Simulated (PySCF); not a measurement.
# Structure elucidation problem

The spectra below were simulated for a compound C$_{5}$H$_{12}$Si.

¹H NMR (300 MHz, computed): δ 4.87 (m, 1H), 2.40 (m, 1H), 1.67 (m, 2H), 1.16 (d, 3H), 0.88 (m, 2H), 0.29 (d, 3H).

¹³C{¹H} NMR (computed): δ 30.0 (CH3), 28.8 (CH), 23.4 (CH2, 2C), -0.7 (CH3).

PySCF 2.14.0 with density-fitted response routines calculation with GFN2-xTB structure and σ from GIAO-PBE0/pcSseg-1; gas phase, one computed conformer, averaged over atoms made equivalent by symmetry, fast rotation or ring inversion, no relativistic terms.

References, each an isolated molecule treated in the same way: TMS for ¹H, ¹³C.

Problem. What is the structure?

Solution. 
- Rings plus π bonds: 1 (1 ring in the answer).
- 4 carbon signals for 5 carbons: some carbons are equivalent by symmetry or fast rotation.
- Carbon types of the structure: 1 × CH, 2 × CH2, 2 × CH3, leaving 1 H on heteroatoms.
- δC 30.0: methyl carbon; aliphatic region, no heteroatom directly attached.
- δC 28.8: sp3 CH in a ring; aliphatic region, no heteroatom directly attached.
- δC -0.7: methyl carbon bonded to Si; an electropositive neighbour leaves it electron-rich and shielded.
- δH 4.87: hydrogen on a silicon bonded to 3 C, in a 4-membered ring.
- δH 1.67, 0.88: hydrogen on an sp3 CH2 bonded to Si.
- δH 1.16: hydrogen on a methyl carbon; far from electronegative atoms and π systems.
- δH 0.29: hydrogen on a methyl carbon bonded to Si; an electropositive neighbour shields it, as in TMS itself.

The compound is `C1[C@H](C)C[Si@@H]1C`.

The data come from this structure; uniqueness wasn't tested.

Shifts are as computed. Against solution values, carbons near 30 ppm lie about +3 ppm off and those near 130 ppm about +5 ppm. Of 1309 compounds with measured shifts, 239 miss one by over three times the rms of a fit or turn the order of signals round; such compounds aren't used in these exercises. No couplings were computed; multiplicities are counted from neighbouring protons, with m where these are inequivalent, close in shift, in a saturated or five-membered ring or joined by F or P, and br s for small geminal =CH2 splittings.
